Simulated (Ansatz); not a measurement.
Abridged output of a molecular run in Ansatz:

```
Functional definition: HF
1600 factors; integrals over basis functions are off by at most 1.2e-3 eV
mean field evaluation 1: about -21607.6905 eV, gradient 4.5e1 eV
mean field evaluation 2: about -21607.9630 eV, gradient 4.5e1 eV
mean field evaluation 4: about -21612.6142 eV, gradient 4.9e0 eV
mean field evaluation 8: about -21612.7021 eV, gradient 3.2e-1 eV
mean field evaluation 16: about -21612.7029 eV, gradient 1.6e-6 eV
mean field -21612.70292724 eV, -794.2521829598 hartree, gradient 1.6e-6 eV, S^2 0.000000; 0 other end points of the search recorded, 0 dependent functions left out
13 core orbitals not correlated: weight in the atoms' cores, before any rotation towards them, 1.000 or more for the frozen orbitals, at most 0.000 for the correlated occupied ones
reference -21612.70292724 eV, -794.2521829598 hartree; 15, 15 occupied and 247, 247 virtual orbitals, 1600 factors
second order -23.14710441 eV of doubles, -0.00000000 eV of singles
cycle   1  -23.79463822 eV  change   -6.5e-1 eV  update   1.1e-1
cycle   2  -24.38152121 eV  change   -5.9e-1 eV  update   3.2e-2
cycle   3  -24.51393933 eV  change   -1.3e-1 eV  update   1.7e-2
cycle   4  -24.50617260 eV  change    7.8e-3 eV  update   3.8e-3
cycle   5  -24.50429265 eV  change    1.9e-3 eV  update   1.9e-3
cycle   6  -24.50476443 eV  change   -4.7e-4 eV  update   6.2e-4
cycle   7  -24.50449419 eV  change    2.7e-4 eV  update   3.1e-4
cycle   8  -24.50445227 eV  change    4.2e-5 eV  update   1.1e-4
cycle   9  -24.50449700 eV  change   -4.5e-5 eV  update   4.7e-5
cycle  10  -24.50448432 eV  change    1.3e-5 eV  update   1.6e-5
perturbative correction -1.00868579 eV, -0.0370685189 hartree
Total energy: -21638.21609734 eV, -795.1897746677 hartree
```

Its atoms:

Z-matrix (Å, degrees):
```
Al
O 1 1.774
C 1 2.532 2 30.8
C 1 1.949 2 117.6 3 -118.4
S 1 2.555 2 73.2 3 -13.4
H 1 1.590 2 115.3 3 84.2
H 3 1.094 1 138.7 2 -69.5
H 3 1.098 1 111.7 2 103.1
H 4 1.093 1 112.6 2 31.6
H 4 1.095 1 111.2 2 153.1
H 4 1.095 1 110.8 2 -88.5
H 5 1.345 1 92.1 2 -85.4
```

Which basis set was used?
A. def2-TZVPPD
B. def2-SVPD
C. cc-pV(D+d)Z
D. def2-TZVPP

D. It gives 275 functions.

Write the keys of the input that set method, charge and spin (a neutral closed shell needs none for the last two).


```yaml
correlation: {method: ccsd_t}
```
